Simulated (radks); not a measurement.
Dynamic dipole polarisability and lines of the indium ion In13+, [Kr]. Calculated with a radial shooting solver on a logarithmic mesh with Libxc functionals: scalar-relativistic Kohn-Sham, PBE, spin-unpolarised, spherical densities, finite nucleus; Fermi nuclear charge, rms radius of each element as measured or else 0.836 A^(1/3) + 0.57 fm. Time-dependent linear response with the Hartree and adiabatic LDA kernel, continuum included through the Sternheimer equations, no spin-orbit coupling, so fine structure and intercombination lines are absent. Lines are the poles of the dipole polarisability below minus the highest occupied eigenvalue, found on a grid refined at the orbital gaps; the lowest seven at most are given, and weak or close lines can be missed. The first line takes the name of the lowest orbital gap if no other gap lies below it; otherwise a line is named after a gap within 0.6 % of it, if that gap stands alone.

photon energy (eV),alpha (bohr^3)
0,0.5145
5.449,0.5163
27.246,0.5646
49.043,0.7277
70.841,1.407
92.638,-3.397
114.43,-0.5243
136.23,-0.09444
158.03,-0.2542
179.83,-0.09386
201.62,-0.06074
223.42,-0.1623
245.22,-0.1427
267.01,-0.002813
288.81,-0.05032
310.61,-0.04922

Lines (eV, oscillator strength): 87.130 (14.23 nm, 4p-4d), f = 4.65; 145.48 (8.522 nm, 4p-5s), f = 0.591; 191.76 (6.466 nm, 4p-5d), f = 0.162; 209.71 (5.912 nm, 4s-5p), f = 0.183; 220.88 (5.613 nm, 4p-6s), f = 0.136; 243.33 (5.095 nm, 4p-6d), f = 0.121; 257.68 (4.812 nm, 4p-7s), f = 0.0510. Higher lines, where found, are left out when the end of the mesh affects them. Those listed give 94 % of the static polarisability (sum of f/w^2). Orbital energy gaps for comparison: 4p-4d 69.741 eV; 4p-5s 145.06 eV; 4p-5d 190.73 eV; 4s-5p 209.09 eV; 4p-6s 220.73 eV.
